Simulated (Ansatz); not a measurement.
# Worked example: C4H10 + SnH(CH3)2(OH) → C3H8O + SnH(CH3)3

Species: C4H10 (butane) `CCCC`, singlet; SnH(CH3)2(OH), singlet; C3H8O (1-propanol) `CCCO`, singlet; SnH(CH3)3, singlet. The partners trade CH3 for OH: C–CH3 and Sn–OH bonds give way to C–OH and Sn–CH3.

Shapes, held fixed at every level: PBE0-D4/def2-TZVP. Flexible molecules stand in one conformer, not always the lowest. Programs: Ansatz 0.2.0. The zero-point and thermal change to 298 K, harmonic and unscaled (PBE0-D4/def2-TZVP), is -0.5 kJ/mol.

At CCSD(T)/def2-TZVPP; 1 Eh = 2625.50 kJ/mol:

```
      species  energy (Eh)
        C4H10  -158.155948
SnH(CH3)2(OH)  -369.687058
        C3H8O  -194.040333
    SnH(CH3)3  -333.771268
```

**Question.** Work out ΔH(298 K) of the reaction at this level.

**Answer.** 
1. Products less reactants: (-194.040333) + (-333.771268) − [(-158.155948) + (-369.687058)] = 0.031405 Eh = +82.5 kJ/mol.
2. With the thermal change: +82.5 + (-0.5) = +82.0 kJ/mol.

Other levels give +74.9 (HF/def2-SVP) to +86.8 kJ/mol (B2PLYP/def2-TZVPP). No measured value is set beside it here. For atoms past krypton def2 sets carry core potentials with scalar relativity. Correlated rows may include outer-core shells of Sn, which these sets cover unevenly.
